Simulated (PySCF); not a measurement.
PySCF input for In(Cl) cation (ClIn), SMILES [In][Cl] (connectivity only; charge and spin as stated), charge +1, multiplicity 2, PBE-D3(BJ)/def2-TZVP. Geometry optimised at PBE-D3(BJ)/def2-TZVP. The spin state was assumed, not searched. The def2 effective core potentials stand for the cores of In; spin–orbit coupling is left out.

```python
import numpy as np
from pyscf import gto, scf, dft, df
from pyscf.hessian import thermo

mol = gto.M(
    atom='''
    In    0.00000000    0.00000000   -0.60046214
    Cl    0.00000000    0.00000000    1.73074383
    ''',
    basis='def2-TZVP',
    ecp={'In': 'def2-tzvp'},
    charge=1,
    spin=1,
    max_memory=1600,
    verbose=3,
)
mf = dft.UKS(mol, xc='pbe').density_fit(auxbasis='def2-universal-jkfit')
mf.disp = 'd3bj'
mf.grids.level = 3
mf.conv_tol = 1e-11
mf.max_cycle = 100
mf.kernel()
fine, coarse = mf.grids, dft.Grids(mol).set(level=1).build(with_non0tab=True)
for _ in range(3):  # follow internal instabilities
    mf.grids = coarse
    mo, _, stable, _ = mf.stability(return_status=True, nroots=4)
    mf.grids = fine
    if stable:
        break
    mf.kernel(mf.make_rdm1(mo, mf.mo_occ))

# [left out here: the lines that compute and print the analytic Hessian (its translational invariance restored by hand, since the grid's response is missing), thermochemistry and intensities]
```

Output:

```

WARN: HOMO -0.601779110564883 >= LUMO -0.6017791105651


WARN: HOMO -0.436950428649374 >= LUMO -0.436903167146619

converged SCF energy = -649.903081089688  <S^2> = 0.75288283  2S+1 = 2.0028808
<class 'pyscf.df.df_jk.DFUKS'> wavefunction is stable in the internal stability analysis

WARN: DFTD3 does not support analytical Hessian, using finite difference


WARN: Mole.unit (angstrom) is changed to Bohr

Mode                                 0
Irrep
Freq [cm^-1]                      311.0091
Reduced mass [au]                  42.3574
Force const [Dyne/A]                2.4139
Char temp [K]                     447.4729
Normal mode                   x     y     z
       0  In                 0.00  0.00 -0.05
       1  Cl                 0.00  0.00  0.15
temperature 298.1500 [K]
pressure 101325.00 [Pa]
Rotational constants [GHz] inf 3.43318 3.43318
Symmetry number 1
Zero-point energy (ZPE) 0.00071 [Eh]   1860.248 [J/mol]
                           tot       elec      trans        rot        vib
Entropy [J/mol/K]       253.380      5.763    171.259     70.680      5.678
Cv [J/mol/K]             27.701      0.000     12.472      8.314      6.915
Cp [J/mol/K]             36.016      0.000     20.786      8.314      6.915
Internal energy [J/mol]                      3718.434   2478.956   2927.694
Internal energy [Eh]   -649.89961  -649.90308
Enthalpy [J/mol]                             6197.391   2478.956   2927.694
Enthalpy [Eh]          -649.89866
Gibbs free energy [J/mol]                  -44863.532 -18594.210   1234.946
Gibbs free energy [Eh] -649.92743
mode   freq/cm-1   IR/(km/mol)
   1      311.01         6.401
max |gradient| / (hartree/bohr): 9.031485681753237e-06
APT charges: [ 1.0591 -0.0591]
```

Self-consistency was reached.

Cost: about 40 core-seconds (a rough figure).
